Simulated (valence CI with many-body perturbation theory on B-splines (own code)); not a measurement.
# Energy levels of Ir⁴⁺

Calculated by configuration interaction combined with many-body perturbation theory (CI+MBPT): five valence electrons over a frozen Dirac-Fock core [Xe] 4f14, radial functions for each j: 7 s, 7 p, 8 d, 6 f, 4 g, 1 h, with the one-electron correlation potential Σ1 (screened to all orders), the two-electron term Σ2, the three-electron term Σ3, Breit, model QED; selected single and double excitations, second order for the rest, scaled by the run's own slope (own B-spline code, finite nucleus).

No measured spectrum was set against this ion. As an estimate, terms of the open shell hold to 2 to 4 % of their energy, and close levels can change places; different configurations can be misplaced against each other by 1,000 to 8,000 cm⁻¹. Among the levels kept, up to 2200 cm⁻¹ of a level comes from second order outside the variational space, and about a tenth of that is noise between levels of different J, which matters for small intervals.

Levels 46 to 90 of 220, with energies above the lowest level, (5d3/2^3 5d5/2^2) J=5/2 [a]. "Leading %" is the weight of the configuration and term that name the level; weights of strongly mixed levels are sums over their largest components and can fall short. In the jj column 3d3/2^4 stands for four electrons in 3d with j = 3/2. Lifetimes count E1, E2, E3, M1 and M2 decay at the calculated energies, and are blank where another channel may lead or the interval is too uncertain; long ones can be off by a factor of two.

| No. | Configuration | Term | J | E (cm⁻¹) | Leading % | Lifetime | Leading jj | g |
| --- | --- | --- | --- | --- | --- | --- | --- | --- |
| 46 | 5d4.6s | 4H | 9/2 | 100970 | 49 | 933 μs | 5d3/2^3 5d5/2 6s (47 %) | 1.090 |
| 47 | 5d4.6s | 4D | 5/2 | 101120 | 42 | 631 μs | 5d3/2^3 5d5/2 6s (53 %) | 1.073 |
| 48 | 5d4.6s | 4P | 1/2 | 101130 | 51 | 658 μs | 5d3/2^2 5d5/2^2 6s (61 %) | 1.979 |
| 49 | 5d4.6s | 4H | 11/2 | 105450 | 73 | 958 μs | 5d3/2^2 5d5/2^2 6s (94 %) | 1.159 |
| 50 | 5d4.6s | 4D | 7/2 | 105960 | 38 |  | 5d3/2^2 5d5/2^2 6s (89 %) | 1.117 |
| 51 | 5d4.6s | 4D | 5/2 | 106210 | 41 | 559 μs | 5d3/2^2 5d5/2^2 6s (61 %) | 1.054 |
| 52 | 5d4.6s | 4F | 3/2 | 106370 | 62 |  | 5d3/2^2 5d5/2^2 6s (62 %) | 0.755 |
| 53 | 5d4.6s | 4G | 7/2 | 106750 | 32 |  | 5d3/2^3 5d5/2 6s (46 %) | 1.153 |
| 54 | 5d4.6s | 4P | 3/2 | 107720 | 51 |  | 5d3/2^2 5d5/2^2 6s (76 %) | 1.436 |
| 55 | 5d4.6s | 4H | 13/2 | 108030 | 79 | 845 μs | 5d3/2^2 5d5/2^2 6s (81 %) | 1.201 |
| 56 | 5d4.6s | 4G | 5/2 | 108890 | 26 | 632 μs | 5d3/2^2 5d5/2^2 6s (50 %) | 0.998 |
| 57 | 5d4.6s | 4H | 9/2 | 110020 | 37 | 673 μs | 5d3/2^2 5d5/2^2 6s (49 %) | 1.130 |
| 58 | 5d4.6s | 4D | 5/2 | 112330 | 36 | 638 μs | 5d3/2^2 5d5/2^2 6s (74 %) | 1.356 |
| 59 | 5d4.6s | 4G | 9/2 | 113070 | 57 | 652 μs | 5d3/2^2 5d5/2^2 6s (83 %) | 1.117 |
| 60 | 5d4.6s | 4D | 1/2 | 113470 | 48 | 499 μs | 5d3/2^2 5d5/2^2 6s (85 %) | 0.477 |
| 61 | 5d4.6s | 2I | 11/2 | 114400 | 36 | 616 μs | 5d3/2^2 5d5/2^2 6s (87 %) | 1.071 |
| 62 | 5d4.6s | 4F | 7/2 | 114590 | 49 |  | 5d3/2^2 5d5/2^2 6s (63 %) | 1.176 |
| 63 | 5d4.6s | 4D | 7/2 | 115260 | 54 |  | 5d3/2^2 5d5/2^2 6s (51 %) | 1.260 |
| 64 | 5d4.6s | 2H | 9/2 | 116170 | 46 | 458 μs | 5d3/2^2 5d5/2^2 6s (68 %) | 1.112 |
| 65 | 5d4.6s | 4D | 3/2 | 117380 | 55 | 537 μs | 5d3/2^2 5d5/2^2 6s (48 %) | 1.136 |
| 66 | 5d4.6s | 4P | 5/2 | 118930 | 33 | 610 μs | 5d3/2 5d5/2^3 6s (44 %) | 1.286 |
| 67 | 5d4.6s | 2G | 7/2 | 119710 | 49 | 405 μs | 5d3/2 5d5/2^3 6s (48 %) | 1.061 |
| 68 | 5d4.6s | 4G | 11/2 | 119920 | 54 | 639 μs | 5d3/2 5d5/2^3 6s (85 %) | 1.168 |
| 69 | 5d4.6s | 2G | 7/2 | 122560 | 47 | 522 μs | 5d3/2 5d5/2^3 6s (63 %) | 1.036 |
| 70 | 5d4.6s | 2D | 5/2 | 123050 | 24 |  | 5d3/2 5d5/2^3 6s (58 %) | 1.089 |
| 71 | 5d4.6s | 4D | 1/2 | 123220 | 67 | 421 μs | 5d3/2 5d5/2^3 6s (86 %) | 0.404 |
| 72 | 5d4.6s | 2I | 13/2 | 123400 | 79 | 590 μs | 5d3/2 5d5/2^3 6s (81 %) | 1.107 |
| 73 | 5d4.6s | 2F | 5/2 | 124100 | 53 |  | 5d3/2^2 5d5/2^2 6s (62 %) | 1.066 |
| 74 | 5d4.6s | 2D | 3/2 | 124330 | 42 | 446 μs | 5d3/2^2 5d5/2^2 6s (59 %) | 0.965 |
| 75 | 5d4.6s | 2G | 9/2 | 126570 | 71 | 367 μs | 5d3/2 5d5/2^3 6s (63 %) | 1.123 |
| 76 | 5d4.6s | 2H | 11/2 | 127070 | 51 | 475 μs | 5d3/2 5d5/2^3 6s (96 %) | 1.020 |
| 77 | 5d4.6s | 2D | 3/2 | 127740 | 54 | 491 μs | 5d3/2 5d5/2^3 6s (44 %) | 0.989 |
| 78 | 5d4.6s | 2G | 9/2 | 130200 | 46 | 407 μs | 5d3/2 5d5/2^3 6s (47 %) | 1.166 |
| 79 | 5d4.6s | 4P | 5/2 | 130290 | 44 | 400 μs | 5d3/2^2 5d5/2^2 6s (61 %) | 1.337 |
| 80 | 5d4.6s | 2G | 7/2 | 132760 | 36 |  | 5d3/2^2 5d5/2^2 6s (51 %) | 1.075 |
| 81 | 5d4.6s | 2S | 1/2 | 132760 | 63 | 402 μs | 5d3/2 5d5/2^3 6s (77 %) | 1.952 |
| 82 | 5d4.6s | 2F | 7/2 | 133140 | 60 |  | 5d3/2 5d5/2^3 6s (64 %) | 1.156 |
| 83 | 5d4.6s | 4F | 3/2 | 133620 | 46 | 369 μs | 5d3/2 5d5/2^3 6s (59 %) | 0.807 |
| 84 | 5d4.6s | 4F | 5/2 | 135050 | 33 |  | 5d3/2 5d5/2^3 6s (52 %) | 1.216 |
| 85 | 5d4.6s | 2F | 5/2 | 136240 | 43 |  | 5d3/2 5d5/2^3 6s (73 %) | 1.101 |
| 86 | 5d4.6s | 4P | 3/2 | 137620 | 60 | 332 μs | 5d3/2 5d5/2^3 6s (47 %) | 1.386 |
| 87 | 5d4.6s | 4F | 9/2 | 139440 | 55 | 386 μs | 5d5/2^4 6s (65 %) | 1.232 |
| 88 | 5d4.6s | 4F | 5/2 | 141410 | 45 | 379 μs | 5d3/2 5d5/2^3 6s (61 %) | 1.085 |
| 89 | 5d4.6s | 4F | 7/2 | 141420 | 49 | 379 μs | 5d3/2 5d5/2^3 6s (60 %) | 1.164 |
| 90 | 5d4.6s | 2D | 3/2 | 142730 | 42 | 342 μs | 5d5/2^4 6s (47 %) | 0.993 |

Where two levels of one J and parity lie close, their mixing, g and order are uncertain.
